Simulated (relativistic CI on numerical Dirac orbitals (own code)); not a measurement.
Computed by Dirac-Coulomb-Breit CI, KLI orbitals optimised for each configuration, model QED (radiative potential, 1s self-energy scaled to tabulated hydrogen-like ionisation energies), unscaled Slater integrals (own radial code, finite nucleus).

The strongest absorption lines from the ground level of an ion, among the configurations computed and to levels below about 2320 eV (vacuum wavelength in nm, gf): 0.68015 (0.00056), 1.0333 (0.00044), 1.6117 (0.96), 1.7776 (0.17).

Task: Which ion is it?
A. Au⁶³⁺
B. Tm⁵⁵⁺
C. Ac⁷⁵⁺
D. Au⁶⁵⁺

Result: D. Au⁶⁵⁺ has 14 electrons and the ground level 3s²3p² ³P0; the strongest line goes to 3s²3p3d ³D°1. The pattern of lines fixes the number of electrons, and along that sequence the line energies rise steadily with the charge (about as its square where n changes within one kind of shell, about linearly where n is kept but much faster in heavy ions where fine structure, which grows about as Z⁴, sets the gap, and irregularly where shells cross), which fixes Z. Configurations outside the model, such as inner-shell arrays, can give stronger lines. At this charge energies of transitions that change n are usually good to better than 1 %, and those within a shell (Δn = 0) to a few per cent.

LS names give the leading component of a level, which can be under half, so a name can repeat, a term be missing and a line seem to break the LS rules.
